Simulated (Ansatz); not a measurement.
Input for Ansatz (a program for electronic structure): R-wB97X-V/def2-TZVPPD on H2 (SMILES [H][H]) with ghost functions, monomers drawn apart or pushed together. Files ending in .json are basis or fitting sets from the Basis Set Exchange.

Ansatz 0.2 input:
```yaml
crystal:
  periodic: [false, false, false]
  atoms:
    - {symbol: H, position_ang: [0.63519506, 0.25082408, 5.55193788]}
    - {symbol: H, position_ang: [-0.04969154, -0.03498684, 5.49599324]}
basis:
  gaussian:
    orbitals: def2-TZVPPD.json
    ghost_atoms:
      - {symbol: O, position_ang: [1.42888886, 0.60524587, 0.11109722]}
      - {symbol: C, position_ang: [0.38896886, 0.17318790, -0.14694875]}
      - {symbol: S, position_ang: [-1.01719678, -0.41113910, -0.49456255]}
hamiltonian:
  xc: {name: wB97X-V}
scf: {lower_state_search: off}
```

It printed:

```
WARN ansatz: RAYON_NUM_THREADS=1 ignored (pool sized by the plan → 1); use --threads N
Functional definition: wB97X-V
these checks for a lower state are left out or cut short: stability, starts, cluster_reference, orbital_swaps, neighbouring_geometries, increment
integrals: 0.07 GiB planned
771 factors; their error is unknown
integrals: 0.11 GiB planned
204 factors; integrals over basis functions are off by at most 8.3e-5 eV
mean field: 0.56 GiB planned
mean field evaluation 1: about -31.8966 eV, gradient 2.2e0 eV
mean field evaluation 2: about -31.9106 eV, gradient 3.9e-1 eV
mean field evaluation 4: about -31.9117 eV, gradient 3.9e-1 eV
mean field evaluation 8: about -31.9093 eV, gradient 5.6e-4 eV
mean field -31.90930377 eV, -1.1726452845 hartree, gradient 4.2e-6 eV, S^2 0.000000; 0 other end points of the search recorded, 0 dependent functions left out
reference -31.90930276 eV, -1.1726452475 hartree; 1, 1 occupied and 161, 161 virtual orbitals, 771 factors
Total energy: -31.90930276 eV, -1.1726452475 hartree
Checks for a lower state left out: stability, starts, cluster_reference, orbital_swaps, neighbouring_geometries, increment
```

The calculation finished and met its thresholds.

Cost: about 2.6 core-seconds (a rough figure).
